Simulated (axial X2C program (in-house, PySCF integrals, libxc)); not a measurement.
**YF: from the spin-free to the two-component result**

All values were computed with an in-house all-electron X2C program for linear molecules (integrals from PySCF). Spin-free means the one-electron spin-free X2C Hamiltonian; two-component (2c) means X2C with spin–orbit coupling and atomic mean-field two-electron Coulomb and Gaunt terms, so the difference of the two also holds small scalar two-electron terms. Basis: Y dyall-cv3z [11s12p9d6f3g], F dyall-av3z [7s6p3d2f] (cores contracted in-house); Gaussian nuclei, density fitting, unrestricted open shells. Masses: Y 88.906 u, F 18.998 u.

Spin-free state: M_S = 0, Λ = 0 (closed shell); fragments Y + F.

```tsv
level	Re (Å)	ωe (cm⁻¹)	De (eV)	μ (D)
PBE0	1.916	641.2	6.840	-1.73
HF	1.946	624.2	5.203	-1.72
MP2	1.958	607.4	7.404	n/a
BLYP	1.943	612.7	7.085	-1.98
```

Correlated methods: 10 electrons correlated (number of frozen shells: Y 4 s, 3 p, 1 d; F 1 s), 308 virtual spin orbitals or spinors in MP2.

Dipoles are positive if F is the positive end.

Two-component determinant lowest at the distance of the search:

Ω = 0 (closed shell); fragments Y + F.

```json
{"level": "PBE0", "Re (Å)": "1.916", "ωe (cm⁻¹)": "641.1", "μ (D)": "-1.73"}
{"level": "HF", "Re (Å)": "1.946", "ωe (cm⁻¹)": "624.1", "μ (D)": "-1.72"}
{"level": "MP2", "Re (Å)": "1.958", "ωe (cm⁻¹)": "607.4", "μ (D)": "n/a"}
{"level": "BLYP", "Re (Å)": "1.943", "ωe (cm⁻¹)": "612.7", "μ (D)": "-1.98"}
```

(1) From the two tables, how do the constants change at the MP2 level (2c against spin-free)?

One determinant describes the state; a PBE0 search over occupations chose it and may have missed a lower one. Closed shells are restricted here (equal orbitals for both partners); the stretched side of such a curve lies too high. De is counted from the lowest determinant-based energies of the atoms at the same level, without counterpoise correction. De is not given where an atomic determinant may have missed its ground term or J level, or where the truncated virtual space spoils (T). The functionals have no current-density term, which raises determinants with orbital currents, atoms included. The outer-core s and p shells of the metal are frozen in the correlated rows, which leaves out core–valence correlation; for alkali and alkaline-earth bonds that tends to lengthen them. With the outer-core shells frozen, correlated bond lengths of heavy atoms tend to come out a few hundredths of an ångström too long.

Results:

(1) At the MP2 level Re is unchanged within 0.001 Å and ωe stays the same within 0.2 cm⁻¹.
